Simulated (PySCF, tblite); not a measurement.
Isomers of C6H18N2Si, one GFN2-xTB conformer each. Single-point energies are computed at PBE0/pcSseg-1 (PySCF, gas phase, no added dispersion term), electronic only.

```json
{"SMILES": "CN(C)[Si](C)(C)N(C)C", "GFN2-xTB relative energy (kJ/mol)": "20.9"}
{"SMILES": "CCC(CC)[Si@@H](N)NC", "GFN2-xTB relative energy (kJ/mol)": "0.0"}
```

Conformers: `[CH3:1][N:2]([CH3:3])[Si:4]([CH3:5])([CH3:6])[N:7]([CH3:8])[CH3:9]` with C1–N2–Si4–C5 -173°, N2–Si4–N7–C8 -52°; `[CH3:1][CH2:2][CH:3]([CH2:4][CH3:5])[Si@@H:6]([NH2:7])[NH:8][CH3:9]` with C1–C2–C3–C4 -165°, C2–C3–C4–C5 -64°, C2–C3–Si6–N7 162°, C3–Si6–N7–H 166° and -56°, C3–Si6–N8–C9 -177°.

Problem. What does PBE0/pcSseg-1 give for the same structures?

Solution. 
```
              SMILES  PBE0/pcSseg-1 E (Eh)  PBE0/pcSseg-1 (kJ/mol)  GFN2-xTB (kJ/mol)  point group
 CCC(CC)[Si@@H](N)NC            -637.92518                     0.0                0.0           C1
CN(C)[Si](C)(C)N(C)C            -637.92113                    10.6               20.9           C2
```

Both levels put the same isomer lowest. As drawn, the lower has an N–H bond, which the higher lacks.

Problem. Which frontier levels, dipoles and rotational constants go with these structures?

Solution. 
| SMILES | HOMO (eV, PBE0/pcSseg-1) | LUMO (eV) | dipole (D) | A, B, C (MHz) |
| --- | --- | --- | --- | --- |
| CCC(CC)[Si@@H](N)NC | -6.55 | 1.11 | 1.18 | 1621, 999.4, 679.4 |
| CN(C)[Si](C)(C)N(C)C | -6.00 | 1.11 | 0.10 | 1601, 1071, 936.6 |

Problem. What happens when harmonic zero-point energies from GFN2-xTB frequencies are added?

Solution. 
| SMILES | ZPE (kJ/mol) | electronic (kJ/mol) | with ZPE (kJ/mol) |
| --- | --- | --- | --- |
| CCC(CC)[Si@@H](N)NC | 623.4 | 0.0 | 0.0 |
| CN(C)[Si](C)(C)N(C)C | 620.3 | 10.6 | 7.5 |

The zero-point energies span 3.1 kJ/mol. The order is unchanged.
